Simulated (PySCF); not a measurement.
Working out the ionisation energy of Se⁺

Se⁺ [Ar] 3d10 4s2 4p3 (4S) → Se²⁺ [Ar] 3d10 4s2 4p2 (3P). Calculation: PySCF 2.14, in 6-31G* (5s4p3d, 32 functions); the non-relativistic Hamiltonian (point nucleus). Frozen: [Ar] 3d10. Energies in hartree (1 hartree = 27.21139 eV):

| part | Se⁺ (lower) | Se²⁺ (upper) |
| --- | --- | --- |
| UHF | -2399.210348 | -2398.442683 |
| CCSD correlation | -0.071075 | -0.061110 |
| (T) | -0.000697 | -0.000610 |

Q: What does Hartree-Fock give?

A: (-2398.442683) − (-2399.210348) = 0.767665 hartree = 20.889 eV.

Q: What do CCSD and CCSD(T) give?

A: The CCSD correlation energies differ by 0.009965 hartree = 0.271 eV and the triples by 0.000087 hartree = 0.002 eV, so CCSD gives 21.160 eV and CCSD(T) 21.162 eV.

Reference: 21.196 ± 0.01 eV (measured; NIST Atomic Spectra Database, ionization energies), between the lowest levels; spin-orbit coupling is absent from the calculation.

The calculation is non-relativistic.

What remains against the reference includes basis incompleteness, the frozen core and higher excitations.
